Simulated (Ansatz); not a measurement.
C2H5FSeSi (`CC1(F)[SiH2][Se]1`) at its PBE0-D4/def2-TZVP geometry, where that method's forces vanish. Total charge 0; spin multiplicity 1.

```xyz
10

C     1.3297    0.3210   -0.3020
C     0.1092    0.0327    0.5133
F     0.1974    0.6468    1.7343
Si   -1.6032   -0.2772   -0.1465
Se   -0.3700   -1.9360    0.6881
H     2.2277   -0.0436    0.2026
H     1.4246    1.4020   -0.4409
H     1.2612   -0.1549   -1.2800
H    -1.8299   -0.2226   -1.6099
H    -2.7467    0.2318    0.6411
```

What forces (eV/Å) does ωB97M-V/def2-TZVPP give on these atoms in Ansatz 0.2.0? (Best estimate.)

The calculation gave: 
```
C1   0.194  0.067 -0.112
C2  -0.249 -0.234 -0.232
F3   0.013  0.113  0.259
Si4 -0.082  0.090 -0.042
Se5  0.017  0.084 -0.001
H6  -0.074  0.020 -0.035
H7  -0.008 -0.090  0.009
H8   0.002  0.029  0.064
H9   0.035 -0.009  0.187
H10  0.152 -0.070 -0.098
```
